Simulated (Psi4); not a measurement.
H$_{3}$N, charge +1, doublet, at a GFN2-xTB geometry (a state made from the parent by changing its charge; the spin is typed, not shown lowest); CCSD/6-31G* in Psi4 1.11.

Input for Psi4:
```
memory 2 GB

molecule {
1 2
N     0.00000000   -0.00000000    0.00000000
H     0.01502573    1.02772160   -0.01944823
H     0.88265094   -0.52673581    0.01709961
H    -0.89767667   -0.50098579    0.00234863
}

set {
  basis 6-31g*
  reference uhf
}

energy('ccsd')
print_variables()
```

The log (banner, timings and long lists left out):

```
   => Loading Basis Set <=

    Name: 6-31G*
    Role: ORBITAL
    Keyword: BASIS

         ---------------------------------------------------------
                                   SCF
               by Justin Turney, Rob Parrish, Andy Simmonett
                          and Daniel G. A. Smith
                              UHF Reference
         ---------------------------------------------------------

  ==> Geometry <==

    Molecular point group: cs
    Full point group: Cs

    Geometry (in Angstrom), charge = 1, multiplicity = 2:

       Center              X                  Y                   Z               Mass
    ------------   -----------------  -----------------  -----------------  -----------------
         N           -0.000000000000    -0.000000000592     0.000000000000    14.003074004430
         H           -0.514006362636    -0.001174558038     0.890287466095     1.007825032230
         H           -0.514006362636    -0.001174558038    -0.890287466095     1.007825032230
         H            1.028012725271     0.002349124298     0.000000000000     1.007825032230

  Running in cs symmetry.

  Rotational constants: A =     10.55166  B =     10.55166  C =      5.27583 [cm^-1]
  Rotational constants: A = 316330.85136  B = 316330.84696  C = 158165.42458 [MHz]
  Nuclear repulsion =   11.701461951753000

  Charge       = 1
  Multiplicity = 2
  Electrons    = 9
  Nalpha       = 5
  Nbeta        = 4

  ==> Algorithm <==

  SCF Algorithm Type is PK.
  DIIS enabled.
  MOM disabled.
  Fractional occupation disabled.
  Guess Type is SAD.
  Energy threshold   = 1.00e-08
  Density threshold  = 1.00e-08
  Integral threshold = 1.00e-12

  ==> Primary Basis <==

  Basis Set: 6-31G*
    Blend: 6-31G*
    Number of shells: 12
    Number of basis functions: 21
    Number of Cartesian functions: 21
    Spherical Harmonics?: false
    Max angular momentum: 2

  ==> Integral Setup <==

  Using in-core PK algorithm.
   Calculation information:
      Number of atoms:                   4
      Number of AO shells:              12
      Number of primitives:             27
      Number of atomic orbitals:        21
      Number of basis functions:        21

      Integral cutoff                 1.00e-12
      Number of threads:                 1

  Performing in-core PK
  Using 53592 doubles for integral storage.
  We computed 3081 shell quartets total.
  Whereas there are 3081 unique shell quartets.

  ==> DiskJK: Disk-Based J/K Matrices <==

    J tasked:                  Yes
    K tasked:                  Yes
    wK tasked:                  No
    Schwarz Cutoff:          1E-12

  Minimum eigenvalue in the overlap matrix is 2.4882949881E-02.
  Reciprocal condition number of the overlap matrix is 5.1527748114E-03.
    Using symmetric orthogonalization.

  ==> Pre-Iterations <==

  SCF Guess: Superposition of Atomic Densities via on-the-fly atomic UHF (no occupation information).

   -------------------------
    Irrep   Nso     Nmo
   -------------------------
     A'        15      15
     A"         6       6
   -------------------------
    Total      21      21
   -------------------------

  ==> Iterations <==

                        Total Energy        Delta E     RMS |[F,P]|

   @UHF iter SAD:   -55.63998311913656   -5.56400e+01   0.00000e+00
   @UHF iter   1:   -55.84054578040553   -2.00563e-01   1.32634e-02 ADIIS/DIIS
   @UHF iter   2:   -55.86968051424553   -2.91347e-02   3.98234e-03 ADIIS/DIIS
   @UHF iter   3:   -55.87202765743130   -2.34714e-03   1.56310e-03 ADIIS/DIIS
   @UHF iter   4:   -55.87244895720171   -4.21300e-04   6.02827e-04 ADIIS/DIIS
   @UHF iter   5:   -55.87259931555627   -1.50358e-04   2.05836e-04 ADIIS/DIIS
   @UHF iter   6:   -55.87261907316292   -1.97576e-05   3.35830e-05 DIIS
   @UHF iter   7:   -55.87261953935160   -4.66189e-07   5.50284e-06 DIIS
   @UHF iter   8:   -55.87261954831621   -8.96461e-09   6.46256e-07 DIIS
   @UHF iter   9:   -55.87261954840116   -8.49525e-11   9.19002e-08 DIIS
   @UHF iter  10:   -55.87261954840302   -1.85452e-12   1.21610e-08 DIIS
   @UHF iter  11:   -55.87261954840300    1.42109e-14   1.11813e-09 DIIS
  Energy and wave function converged.

  ==> Post-Iterations <==

   @Spin Contamination Metric:   1.100494336E-02
   @S^2 Expected:                7.500000000E-01
   @S^2 Observed:                7.610049434E-01
   @S   Expected:                5.000000000E-01
   @S   Observed:                5.000000000E-01

    Orbital Energies [Eh]
    ---------------------

    Alpha Occupied:

[...]
    Alpha Virtual:

[...]
      15Ap     3.646197

    Beta Occupied:

[...]
       1App   -1.031982

    Beta Virtual:

[...]
    Final Occupation by Irrep:
             Ap   App
    DOCC [     3,    1 ]
    SOCC [     1,    0 ]
    NA   [     4,    1 ]
    NB   [     3,    1 ]

  @UHF Final Energy:   -55.87261954840300

   => Energetics <=

    Nuclear Repulsion Energy =             11.7014619517530001
    One-Electron Energy =                 -95.0083713268559222
    Two-Electron Energy =                  27.4342898266999171
    Total Energy =                        -55.8726195484030015

  UHF NO Occupations:
  HONO-2 :    1App 1.9989229
  HONO-1 :    3 Ap 1.9966457
  HONO-0 :    4 Ap 1.0000000
  LUNO+0 :    5 Ap 0.0033543
  LUNO+1 :    2App 0.0010771
  LUNO+2 :    6 Ap 0.0010771
  LUNO+3 :    7 Ap 0.0000007

Computation Completed

Properties will be evaluated at   0.000000,   0.000000,   0.000000 [a0]

Properties computed using the SCF density matrix

 Multipole Moments:

 ------------------------------------------------------------------------------------
     Multipole            Electronic (a.u.)      Nuclear  (a.u.)        Total (a.u.)
 ------------------------------------------------------------------------------------

 L = 1.  Multiply by 2.5417464519 to convert [e a0] to [Debye]
 Dipole X            :         -0.0000000            0.0000000           -0.0000000
[...]
	Two-electron (AB) energy     =     17.19972479077726
	Two-electron energy          =     27.43428978017003
	Reference energy             =    -55.87261954840304

            **************************
            *                        *
            *        CCENERGY        *
            *                        *
            **************************

    Nuclear Rep. energy (wfn)     =   11.701461951753000
    SCF energy          (wfn)     =  -55.872619548403001
    Reference energy    (file100) =  -55.872619548403037

    Input parameters:
    -----------------
    Wave function   =     CCSD
    Reference wfn   =     UHF
    Brueckner       =     No
    Maxiter         =     50
    R_Convergence   =     1.0e-07
    E_Convergence   =     1.0e-06
    Restart         =     Yes
    DIIS            =     Yes
    AO Basis        =     NONE
    ABCD            =     NEW
    Cache Level     =     2
    Cache Type      =     LRU
    Print Level     =     1
    Num. of threads =     1
    # Amps to Print =     10
    Print MP2 Amps? =     No
    Analyze T2 Amps =     No
    Print Pair Ener =     No
    Local CC        =     No
    SCS-MP2         =     False
    SCSN-MP2        =     False
    SCS-CCSD        =     False

MP2 correlation energy -0.1343127432046996
                Solving CC Amplitude Equations
                ------------------------------
  Iter             Energy              RMS        T1Diag      D1Diag    New D1Diag    D2Diag
  ----     ---------------------    ---------   ----------  ----------  ----------   --------
     0        -0.134312743204700    0.000e+00    0.000000    0.000000    0.000000    0.000000
     1        -0.148458691507097    3.458e-02    0.004524    0.000000    0.000000    0.000000
     2        -0.153431854019226    1.378e-02    0.007061    0.000000    0.000000    0.000000
     3        -0.153883766860569    4.627e-03    0.007939    0.000000    0.000000    0.000000
     4        -0.153948892677828    1.562e-03    0.008136    0.000000    0.000000    0.000000
     5        -0.153953761240243    3.524e-04    0.008123    0.000000    0.000000    0.000000
     6        -0.153955465033029    8.196e-05    0.008110    0.000000    0.000000    0.000000
     7        -0.153955467581856    2.187e-05    0.008105    0.000000    0.000000    0.000000
     8        -0.153955441126277    3.829e-06    0.008104    0.000000    0.000000    0.000000
     9        -0.153955476780520    8.375e-07    0.008104    0.000000    0.000000    0.000000
    10        -0.153955477857446    1.465e-07    0.008104    0.000000    0.000000    0.000000
    11        -0.153955478022544    3.680e-08    0.008104    0.000000    0.000000    0.000000

    Iterations converged.

    Largest TIA Amplitudes:
              1   0        -0.0100903652
              3   2        -0.0068043805
              4  11        -0.0063827855
              2   1        -0.0063827855
              1   4        -0.0048154773
              4  15        -0.0037424997
              2   9        -0.0037424996
              1  10         0.0026003944
              4  12         0.0021125437
              2   3         0.0021125436

    Largest Tia Amplitudes:
              3  14         0.0081930635
              2   6         0.0081930634
              1   4         0.0066827904
              1   9        -0.0052524745
              1  11         0.0038307008
              1   1         0.0037492545
              1   7        -0.0036229384
              3  12         0.0033322442
              2   2         0.0033322442
              3  16        -0.0031304789

    Largest TIJAB Amplitudes:
      4   3  11   2        -0.0186865752
      3   2   2   1        -0.0186865751
      4   3  13   2        -0.0182554439
      3   2   5   2         0.0182554438
      3   2   7   4        -0.0153129436
      4   3  14   4         0.0153129433
      4   2  11   3        -0.0145776125
      4   2  12   1        -0.0145776125
      4   2  12   5        -0.0128719125
      4   2  13   3        -0.0128719125

    Largest Tijab Amplitudes:
      3   2  12   3        -0.0138859218
      3   2  13   2        -0.0138859217
      3   2  13   6        -0.0115389542
      3   2  14   3        -0.0115389542
      2   1   8   0         0.0102670142
      3   1  15   0         0.0102670142
      3   2  13   3         0.0089247014
      3   2  15   8        -0.0083739971
      3   2  14   6        -0.0076917959
      3   1  12   1        -0.0075998655

    Largest TIjAb Amplitudes:
      4   3  11  12        -0.0355227636
      2   2   1   2        -0.0355227635
      3   1   4   0        -0.0344613991
      3   1   0   0        -0.0338075766
      2   2   5   6        -0.0330683733
      4   3  13  14        -0.0330683731
      4   3  11  14        -0.0294715911
      2   2   1   6        -0.0294715911
      4   3  13  12        -0.0288330278
      2   2   5   2        -0.0288330277

    SCF energy       (wfn)                    =  -55.872619548403001
    Reference energy (file100)                =  -55.872619548403037

    Opposite-spin MP2 correlation energy      =   -0.104764338066417
    Same-spin MP2 correlation energy          =   -0.029548405138283
    Singles MP2 correlation energy            =   -0.000000000000000
    MP2 correlation energy                    =   -0.134312743204700
      * MP2 total energy                      =  -56.006932291607740

    Opposite-spin CCSD correlation energy     =   -0.125407740827648
    Same-spin CCSD correlation energy         =   -0.028547737194897
    Singles CCSD correlation energy           =    0.000000000000000
    CCSD correlation energy                   =   -0.153955478022544
      * CCSD total energy                     =  -56.026575026425583

  Variable Map:
  ----------------------------------------------------------------------------
[...]
  Array Variable Map:
  ----------------------------------------------------------------------------
[...]
[...]
```
